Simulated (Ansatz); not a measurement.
Reaction (isomerisation): `CSC1[SiH2][SiH2]1` → `[SiH3][SiH2]CC=S`

Computed with Ansatz on PBE0-D4/def2-TZVP structures; ΔE is electronic, products minus reactants. CBS: MP2 limit from def2 TZ/QZ plus the TZ coupled-cluster correction, frozen cores. Each species was taken in one conformer, which may not be the lowest.

| level | ΔE (kJ/mol) |
| --- | --- |
| HF/def2-QZVPP | -75.4 |
| MP2/CBS(def2) | -36.6 |

(1) What does CCSD(T)/CBS give? (Estimate.)

Largest T1 diagnostic among the species: 0.016.

## Answers

(1) The calculation gave: -47.3 kJ/mol. The listed levels differ from it by -28.1, 10.7 kJ/mol.

In def2-TZVPP, CCSD(T) changes the Hartree–Fock value by +20.5 kJ/mol (the triples alone add +0.5 kJ/mol) and MP2 by +31.2 kJ/mol. From PBE to PBE0 (25 % exact exchange), in def2-TZVPP and without D4, ΔE moves by +4.5 kJ/mol.
